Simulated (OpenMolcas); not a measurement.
Computed transition rates of F3+

- Program: OpenMolcas 26.06
- Method: SS-CASPT2, IPEA 0.25 Eh, imaginary shift 0.1 Eh (closed shells correlated: 1s)
- Basis: ANO-RCC [8s7p4d3f2g]
- Scalar Hamiltonian: DKH2, point nucleus
- Active space: 4 electrons in 8 orbitals (2s 2p 3s 3p)
- State averaging: 2S+1 = 3 even, 3 roots; 2S+1 = 1 even, 6 roots; 2S+1 = 5 odd, 1 root; 2S+1 = 3 odd, 9 roots; 2S+1 = 1 odd, 8 roots
- Spin-orbit coupling: state interaction with AMFI integrals over the reference wave functions, term energies averaged over their components

Rates come from the transition moments of the reference wave functions (E1 and E2 in the length form). At fixed line strength A goes as λ^-3 for E1 and M1 and as λ^-5 for E2, so a rate at the computed wavelength can be rescaled to the measured one. Measured vacuum wavelengths follow from level energies in Moore, Atomic Energy Levels, vol. I, NSRDS-NBS 35 (1971 reprint of NBS Circular 467, 1949). Branching counts decays inside the model space alone, at computed energies, and the table is only a selection of the E2 and M1 lines, drawn from those between levels with measured partners whose computed energy lies within a factor of 1.5 of the measured one.

```json
{"Upper": "2s2 2p2 3P1", "Lower": "2s2 2p2 3P0", "Type": "M1", "λ computed (nm)": "45910", "λ measured (nm)": "44400", "A computed (s-1)": "1.87e-04", "A rescaled (s-1)": "2.07e-04", "Branching %": "100.0"}
{"Upper": "2s2 2p2 3P2", "Lower": "2s2 2p2 3P1", "Type": "M1", "λ computed (nm)": "23880", "λ measured (nm)": "25760", "A computed (s-1)": "9.94e-04", "A rescaled (s-1)": "7.92e-04", "Branching %": "100.0"}
{"Upper": "2s2 2p2 1D2", "Lower": "2s2 2p2 3P2", "Type": "M1", "λ computed (nm)": "402.6", "λ measured (nm)": "406", "A computed (s-1)": "8.83e-02", "A rescaled (s-1)": "", "Branching %": "74.0"}
{"Upper": "2s2 2p2 1D2", "Lower": "2s2 2p2 3P1", "Type": "M1", "λ computed (nm)": "396", "λ measured (nm)": "399.7", "A computed (s-1)": "3.10e-02", "A rescaled (s-1)": "", "Branching %": "25.9"}
{"Upper": "2s2 2p2 1S0", "Lower": "2s2 2p2 1D2", "Type": "E2", "λ computed (nm)": "359.8", "λ measured (nm)": "353.3", "A computed (s-1)": "2.15e+00", "A rescaled (s-1)": "2.36e+00", "Branching %": "67.8"}
{"Upper": "2s2 2p2 1S0", "Lower": "2s2 2p2 3P1", "Type": "M1", "λ computed (nm)": "188.5", "λ measured (nm)": "187.6", "A computed (s-1)": "1.02e+00", "A rescaled (s-1)": "", "Branching %": "32.2"}
```

Spin-changing lines and M1 lines between different terms are not rescaled, since their strength hangs on the term gaps too.

The largest correction is for 2s2 2p2 3P2 → 2s2 2p2 3P1 (M1): 9.94e-04 × (23880 / 25760)^3 = 7.92e-04 s-1, a factor of 0.80.

The computed rate and branching of 2s2 2p2 3P1 → 2s2 2p2 3P0 give the upper level a radiative lifetime of 1.000 / 1.87e-04 s-1 = 5.35e+03 s, counting decays inside the model space alone. The rescaled rate gives about 4.8e+03 s.

No measured rate stands beside these. Rescaling mends the energy factor alone: line strengths can still be far off where a level mixes with configurations outside the active space, and weak or spin-changing lines hang on small mixing coefficients that depend on the term gaps too, so rescaling need not improve them.

Active for correlation alone: 3p 3s; no level in the range computed is led by a configuration that fills them, so any true level of that kind is missing. Measured partners are found by configuration, term and J. A level has none where our copy of the source lacks it or the pairing is in doubt (some pairs that miss far off the trend of their configuration count as doubtful). Levels of configurations outside the active space are missing.
